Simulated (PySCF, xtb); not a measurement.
C3H8Si2, SMILES C(#C)[Si@@H](C)[SiH3].

Harmonic wavenumbers (cm⁻¹) from GFN2-xTB (xtb) at its own minimum, in rising order: 20, 84, 117, 127, 138, 252, 277, 425, 433, 453, 606, 624, 657, 676, 684, 747, 784, 814, 817, 825, 833, 1374, 1492, 1494, 2128, 2198, 2214, 2231, 2243, 3030, 3032, 3039, 3347.

**Question.** What does PBE0-D3(BJ)/def2-SVP run with PySCF give at its own minimum? (An estimate is asked for; the answer gives what the named calculation found.)

**Answer.** 89, 101, 141, 144, 166, 294, 334, 415, 484, 519, 616, 670, 724, 734, 747, 753, 812, 870, 893, 933, 935, 1259, 1426, 1430, 2159, 2211, 2217, 2224, 2233, 3061, 3171, 3174, 3474. Paired by order, the mean absolute difference is 53 cm⁻¹ and the zero-point energies are 54.6 and 56.3 kcal/mol.
